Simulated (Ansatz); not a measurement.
Reaction (formal loss of a carbene): `CNB(F)F` → `[CH2]` (triplet) + `NB(F)F`

Calculated with Ansatz (gas phase, PBE0-D4/def2-TZVP geometries, no zero-point term in ΔE). CBS: MP2 limit from def2 TZ/QZ plus the TZ coupled-cluster correction, frozen cores. This one scheme is used for every species. DFT in def2-TZVPP. HSE06 is defined as in plane-wave codes. Triplets are unrestricted, without spin–orbit coupling. Each species was taken in one conformer, which may not be the lowest.

(1) Is it downhill or uphill in electronic energy at CCSD(T)/CBS, and by how much? (Best estimate.)

(2) What do these levels give: revPBE-D4, BLYP-D4, r2SCANh-D4, revPBE, r2SCAN0, HSE06, RPA@PBE/def2-TZVPP, HF/def2-SVP, MP2/def2-SVP, CCSD(T)/def2-SVP, CCSD/def2-TZVPP, HF/def2-QZVPP? (An estimate is asked.)

Largest T1 diagnostic among the species: 0.011.

Results:

(1) Ansatz gave: Uphill: ΔE = +95.8 kcal/mol.

(2) The calculation gave: revPBE-D4 94.7, BLYP-D4 94.9, r2SCANh-D4 90.0, revPBE 90.5, r2SCAN0 89.1, HSE06 94.7, RPA@PBE/def2-TZVPP 92.6, HF/def2-SVP 64.9, MP2/def2-SVP 94.9, CCSD(T)/def2-SVP 93.6, CCSD/def2-TZVPP 90.8, HF/def2-QZVPP 61.8 kcal/mol.

From r2SCAN to r2SCAN0 (25 % exact exchange), in def2-TZVPP and without D4, ΔE moves by −1.0 kcal/mol. At CCSD(T), def2-SVP lies −2.2 kcal/mol from the extrapolated value and def2-TZVPP −2.5 kcal/mol.
